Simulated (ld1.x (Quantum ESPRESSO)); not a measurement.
Al: excitation energies, all-electron against PAW

Al (Z = 13), PAW, made with ld1.x (Quantum ESPRESSO) 7.5 (PBE, scalar-relativistic). Core [Ne], reference 3s2 3p1. Waves: 3s (bound): rcut 1.85, rcutus 2.40 bohr; 3s channel at -0.15 Ry: rcut 1.85, rcutus 2.40 bohr; 3p (bound): rcut 2.55, rcutus 3.05 bohr; 3p channel at 0.4 Ry: rcut 2.55, rcutus 3.05 bohr. Local part: all-electron potential smoothed inside 2.15 bohr (lloc = -1). Core correction: Bessel-smoothed model core, default radius (core density twice the valence density). Augmentation charge: PSQ, inside the norm-conserving radii.

Energies are relative to the spin-unpolarised reference configuration 3s2 3p1; without spin polarisation the order of configurations can differ from experiment.

| valence configuration | charge | ΔE all-electron (eV) | error AE − PS (meV) |
| --- | --- | --- | --- |
| 3s2 3p0 | +1 | 5.761 | -1.0 |
| 3s1 3p0 | +2 | 24.987 | -19 |
| 3s2 3p0.5 | +0.5 | 2.086 | -0.1 |
| 3s0 3p3 | 0 | 10.451 | -2.5 |
| 3s1 3p1 | +1 | 11.571 | -3.5 |
| 3s2 3p1.3 | -0.3 | -0.575 | 0.0 |
| 3s1 3p2 | 0 | 5.139 | -0.8 |
